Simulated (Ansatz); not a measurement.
Ansatz (a program for electronic structure) input (HF/aug-cc-pV(Q+d)Z):
A basis named .json is the Basis Set Exchange file of that set.

Ansatz 0.2 input:
```yaml
crystal:
  periodic: [false, false, false]
  atoms:
    - {symbol: Si, position_ang: [-0.01646950, 0.01731768, 0.93641135]}
    - {symbol: Cl, position_ang: [1.06105131, 1.22723111, -0.38986665]}
    - {symbol: Cl, position_ang: [-1.04748819, -1.24149273, -0.38129564]}
basis:
  gaussian:
    orbitals: aug-cc-pV_Q+d_Z.json
hamiltonian:
  xc: hf
```

Output:

```
Functional definition: HF
integrals: 0.25 GiB planned
1475 factors; their error is unknown
mean field: 1.36 GiB planned
mean field evaluation 1: about -32871.7457 eV, gradient 1.6e1 eV
mean field evaluation 2: about -32872.5047 eV, gradient 9.0e0 eV
mean field evaluation 4: about -32872.7222 eV, gradient 6.0e-1 eV
mean field evaluation 8: about -32873.2133 eV, gradient 3.7e-1 eV
mean field -32873.21342143 eV, -1208.0683109733 hartree, gradient 1.6e-5 eV, S^2 0.000000; 0 other end points of the search recorded, 0 dependent functions left out
reference -32873.21342143 eV, -1208.0683109733 hartree; 24, 24 occupied and 243, 243 virtual orbitals, 1475 factors
Total energy: -32873.21342143 eV, -1208.0683109733 hartree
```
